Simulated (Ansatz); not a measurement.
Geometry optimisation, RKS PBE-D4/cc-pVDZ in Ansatz.

input.yaml

```yaml
crystal:
  periodic: [false, false, false]
  atoms:
    - { symbol: Mg, position_ang: [0.2752, 0.2276, 0.2132] }
    - { symbol: H, position_ang: [1.7943, 1.8316, -0.3055] }
    - { symbol: C, position_ang: [-0.1247, -1.7455, 0.7394] }
    - { symbol: H, position_ang: [-0.8509, 1.5542, -0.8381] }
    - { symbol: F, position_ang: [-1.5564, 1.6941, 0.1123] }
    - { symbol: H, position_ang: [1.0318, 1.5899, -0.8641] }
    - { symbol: F, position_ang: [0.0778, 1.2111, -1.5186] }
    - { symbol: H, position_ang: [-0.3655, -2.3021, -0.1634] }
    - { symbol: H, position_ang: [-0.9847, -1.8079, 1.3993] }
    - { symbol: H, position_ang: [0.7031, -2.253, 1.2254] }
basis:
  gaussian: { orbitals: cc-pVDZ }
hamiltonian:
  xc: pbe
  dispersion: d4
relax:
  f_tol: 0.15
  max_steps: 25
  restrain:
    - { distance: [0, 4], at: 1.98, k: 30.0 }
    - { distance: [3, 6], at: 0.88, k: 30.0 }
    - { distance: [5, 1], at: 0.62, k: 30.0 }
    - { distance: [0, 1], at: 3.02, k: 30.0 }
    - { distance: [3, 4], at: 2.18, k: 30.0 }
    - { distance: [5, 6], at: 2.18, k: 30.0 }
```

Command:

```bash
$ ansatz run input.yaml --threads 2 --pin off --max-ram 3072MiB --backend cpu --events-out ev --progress --plain --runs-dir out
```

Q: Where does it end, and by what steps?

A: The forces met the threshold. The restraints hold the end off the free minimum; the threshold counts their pulls, which the force column leaves out. Restrained pairs: Mg1–F5 (2.35 → 1.93 Å), H4–F7 (1.20 → 0.93 Å), H2–H6 (0.98 → 0.71 Å), Mg1–H2 (2.27 → 3.02 Å), H4–F5 (1.19 → 2.16 Å), H6–F7 (1.22 → 2.19 Å). After 15 steps the energy has fallen by 1.014 eV (the restraints' own energy left out); Mg1 moved furthest, 0.99 Å.

| step | energy less start (eV) | largest force component (eV/Å) | accepted |
| --- | --- | --- | --- |
| 0 | 0.0000 | 3.320 | yes |
| 1 | -0.5136 | 2.373 | yes |
| 2 | -0.3087 | 4.135 | yes |
| 3 | -0.5778 | 3.238 | yes |
| 4 | -0.8523 | 2.399 | yes |
| 5 | -0.9338 | 1.711 | no |
| 6 | -0.9513 | 1.594 | yes |
| 7 | -0.9596 | 1.746 | yes |
| 8 | -0.9883 | 1.862 | yes |
| 9 | -1.0324 | 1.426 | no |
| 10 | -1.0103 | 1.887 | yes |
| 11 | -1.0115 | 2.000 | yes |
| 12 | -1.0251 | 1.806 | yes |
| 13 | -1.0194 | 1.943 | yes |
| 14 | -1.0369 | 1.598 | no |
| 15 | -1.0142 | 2.026 | yes |

```xyz
10
Properties=species:S:1:pos:R:3
Mg -0.706 0.232 0.302
H 1.999 1.512 -0.098
C -0.130 -1.723 0.732
H -0.760 1.833 -1.517
F -1.592 1.939 0.479
H 1.551 1.491 -0.645
F -0.315 1.035 -1.689
H -0.206 -2.370 -0.169
H -0.764 -2.179 1.521
H 0.923 -1.771 1.084
```

Time of the run: 48 s on 2 threads of Intel(R) Xeon(R) Processor @ 2.50GHz (Skylake/Cascade Lake), on a shared host, peak memory 0.14 GiB.
